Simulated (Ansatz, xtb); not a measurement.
**Relative energy of two isomers of C5H8FNO**

Structure I is `C=C(F)C/C(O)=N\C`, a singlet and structure II is `C=C(F)C/C(O)=N/C`, a singlet. Both are isolated molecules in the gas phase, relaxed with B3LYP-D3(BJ)/def2-SVP, each in the lowest conformer that the search found.

I (Å):

```xyz
16

C     1.0089   -2.3687   -0.1366
C     0.0934   -1.5278   -0.6127
C    -0.0470   -0.0620   -0.3330
C     0.0209    0.7671   -1.6045
C     2.3479    0.5480   -1.9930
F    -0.8541   -1.9706   -1.4603
N     1.0304    1.0322   -2.3203
O    -1.1950    1.2333   -1.9596
H     0.9930   -3.4230   -0.4169
H     1.7838   -2.0099    0.5403
H     0.7435    0.2492    0.3641
H    -1.0223    0.1259    0.1410
H    -1.0566    1.7220   -2.7893
H     2.5573   -0.3978   -2.5243
H     3.1020    1.2778   -2.3279
H     2.5178    0.3578   -0.9158
```

II (Å):

| atom | x (Å) | y (Å) | z (Å) |
| --- | --- | --- | --- |
| C | 2.1709 | -1.2463 | -0.2066 |
| C | 0.9755 | -0.8493 | 0.2221 |
| C | 0.3385 | 0.4970 | 0.0653 |
| C | -0.1128 | 1.0943 | 1.3758 |
| C | -1.6740 | 2.0440 | 2.8377 |
| F | 0.1726 | -1.7116 | 0.8777 |
| N | -1.3116 | 1.4622 | 1.5626 |
| O | 0.9124 | 1.1834 | 2.2629 |
| H | 2.8260 | -0.5480 | -0.7271 |
| H | 2.5082 | -2.2708 | -0.0412 |
| H | -0.5567 | 0.4232 | -0.5694 |
| H | 1.0579 | 1.1761 | -0.4176 |
| H | 0.5875 | 1.5391 | 3.1025 |
| H | -1.1373 | 2.9935 | 3.0389 |
| H | -2.7494 | 2.2725 | 2.8542 |
| H | -1.4772 | 1.3630 | 3.6917 |

Quicker runs give these differences E(II) − E(I): GFN2-xTB +1.35 kcal/mol; HF/STO-3G +1.83 kcal/mol (at GFN2-xTB geometries); r2SCAN-D4/def2-SVP +2.10 kcal/mol (at GFN2-xTB geometries).

Problem. Estimate E(II) − E(I) at the level CCSD(T)/def2-SVP + ΔMP2/def2-TZVPP.

Solution. CCSD(T)/def2-SVP + ΔMP2/def2-TZVPP gives E(II) − E(I) = +0.88 kcal/mol, slightly favouring structure I, which is too small a margin to settle the true order.

The same difference at several levels:

```csv
level,geometry,E(II) − E(I) (kcal/mol),departure from the last row (kcal/mol),"job, with rough time for the two"
GFN2-xTB,GFN2-xTB,+1.35,+0.47,"optimisation, 0.6 s"
HF/STO-3G,GFN2-xTB,+1.83,+0.95,"single point, 1.7 s"
r2SCAN-D4/def2-SVP,GFN2-xTB,+2.10,+1.22,"single point, 11 s"
B3LYP-D3(BJ)/def2-SVP,B3LYP-D3(BJ)/def2-SVP,+1.89,+1.01,"optimisation, 5.4 min"
HF/def2-SVP,B3LYP-D3(BJ)/def2-SVP,+0.41,−0.47,part of the CCSD(T) run
MP2/def2-SVP,B3LYP-D3(BJ)/def2-SVP,+1.23,+0.35,part of the CCSD(T) run
CCSD(T)/def2-SVP,B3LYP-D3(BJ)/def2-SVP,+0.99,+0.11,single point
CCSD(T)/def2-SVP + ΔMP2/def2-TZVPP,B3LYP-D3(BJ)/def2-SVP,+0.88,,"single point, 6.4 min"
```

As drawn, both hold the same kinds of bond in the same numbers.

The largest departure from CCSD(T)/def2-SVP + ΔMP2/def2-TZVPP is that of r2SCAN-D4/def2-SVP, 1.22 kcal/mol. The last row adds to CCSD(T) the change of the MP2 difference between the two basis sets, here −0.11 kcal/mol.

With thermal terms from frequencies at re-optimised GFN2-xTB minima (ideal gas, soft modes damped towards free rotors, one conformer each, 298.15 K, 1 atm): on the last row, ΔE + ΔZPE = +0.49, ΔH = +0.70, ΔG = +0.15 kcal/mol.

The correlated steps freeze 8 core orbitals. Codes used: Ansatz 0.2.0, xtb 6.7.1; the last row on 2 threads of Intel(R) Xeon(R) Processor @ 2.50GHz (Skylake/Cascade Lake) on a shared host.
